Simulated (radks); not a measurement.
The numbers below are computed, except where a source is named.
Q: The mean radii <r> (bohr) of the occupied orbitals of an atom or ion are listed with their occupations. Level of theory: scalar-relativistic Kohn-Sham, RPBE, spin-polarised, spherical densities, point nucleus (a radial shooting solver on a logarithmic mesh with Libxc functionals).

| orbital | occ. | <r> |
|---|---|---|
| 1s up | 1 | 0.01966 |
| 1s down | 1 | 0.01966 |
| 2s up | 1 | 0.08332 |
| 2s down | 1 | 0.08332 |
| 2p up | 3 | 0.07415 |
| 2p down | 3 | 0.07415 |
| 3s up | 1 | 0.2167 |
| 3s down | 1 | 0.2167 |
| 3p up | 3 | 0.2162 |
| 3p down | 3 | 0.2162 |
| 3d up | 5 | 0.1961 |
| 3d down | 5 | 0.1961 |
| 4s up | 1 | 0.4875 |
| 4s down | 1 | 0.4875 |
| 4p up | 3 | 0.5176 |
| 4p down | 3 | 0.5177 |
| 4d up | 5 | 0.5586 |
| 4d down | 5 | 0.5587 |
| 5s up | 1 | 1.185 |
| 5s down | 1 | 1.187 |
| 5p up | 3 | 1.388 |
| 5p down | 3 | 1.391 |
| 4f up | 7 | 0.7300 |
| 4f down | 6 | 0.7346 |

Name the element and its charge. Open shells, if any, are filled with parallel spins first.

A: Z = 70, ytterbium, charge +3: Yb3+ in [Xe] 4f13. The 1s radius gives Z: for a bare nucleus <r> = (2 gamma + 1)/(2Z) with gamma = sqrt(1 - (Z/c)^2), 0.01942 bohr for Z = 70, and screening makes it slightly larger (0.01966 here). The occupations add up to 67, and the charge is Z minus that.
